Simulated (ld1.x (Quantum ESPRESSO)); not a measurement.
## What one change does to a pseudopotential (osmium (Os), TM)

* Element: Os
* Generator: ld1.x (Quantum ESPRESSO) 7.5
* Type: norm-conserving Troullier–Martins (Kleinman–Bylander form)
* Functional: PBE
* Relativity: scalar-relativistic
* Frozen core: [Xe] 4f14
* Valence charge: 8
* Reference configuration: 5d6 6s2 6p0
* Partial waves: 6s (bound): rc 2.50 bohr; 6p (bound, empty): rc 3.75 bohr; 5d (bound): rc 1.30 bohr
* Local potential: all-electron potential smoothed inside 2.15 bohr (lloc = -1)
* Core correction: none

Change: wave 5d (bound): rc 1.30 bohr becomes 5d (bound): rc 1.00 bohr.

Cutoffs: the cutoffs (Ry, on a coarse ladder) from which the occupation-weighted sum of valence levels, in a spherical-Bessel basis at the reference potential, stays within 10 and 1 mRy of its value at 400 Ry; they do not see the model core or the augmentation charge, which bear on the density cutoff. Errors are all-electron minus pseudo energies relative to the spin-unpolarised reference configuration.

Task: How do hardness, ghosts and transferability respond?

Result: Both files keep a bound ghost (s); the errors of the 6 common tests hardly move.

```csv
quantity,base,changed
"cutoff, loose",35 Ry,180 Ry
"cutoff, tight",60 Ry,over 300 Ry
loose cutoff by channel (10 mRy a level),"s 12 Ry, d 30 Ry","s 12 Ry, d 160 Ry"
bound ghosts,s,s
"tests counted (converged, no solver errors)",6 of 7,6 of 7
"error for 5d6 6s1 6p0, meV [ΔE 9.58 eV]",-0.4,-0.6
"error for 5d6 6s0 6p0, meV [ΔE 26.49 eV]",+37,+36
"error for 5d5 6s0 6p0, meV [ΔE 55.34 eV]",+98,+102
"error for 5d6 6s1.5 6p0, meV [ΔE 3.91 eV]",-1.4,-1.4
"error for 5d6 6s0 6p2, meV [ΔE 10.45 eV]",+27,+27
"error for 5d4 6s0 6p0, meV [ΔE 96.82 eV]",+74,+81
s: phases at 4.06 bohr within 0.05 rad from the reference energy up to (Ry; the scan ends near 5),4.2,4.2
p: phases at 4.06 bohr within 0.05 rad from the reference energy up to (Ry; the scan ends near 5),0.6,0.6
d: phases at 4.06 bohr within 0.05 rad from the reference energy up to (Ry; the scan ends near 5),3.3,3.3
```

Base: Tests not counted: 5d5 6s2 6p1 (pseudo-atom not self-consistent, printed error -43 meV). These tests converged, but a pseudo level misses the all-electron one widely, so the file describes the atom poorly there or has found another state: 5d4 6s0 6p0: empty 6p by 3.6 eV (a node warning on the way). Changed file: Tests not counted: 5d5 6s2 6p1 (pseudo-atom not self-consistent, printed error -42 meV). These tests converged, but a pseudo level misses the all-electron one widely, so the file describes the atom poorly there or has found another state: 5d5 6s0 6p0: empty 6s by 3.6 eV (a node warning on the way); 5d4 6s0 6p0: empty 6s by 8.1 eV (a node warning on the way). A true bound ghost makes a file unfit for plane-wave use even where its test errors are small: the radial tests pick states by their node count and pass the ghost by.
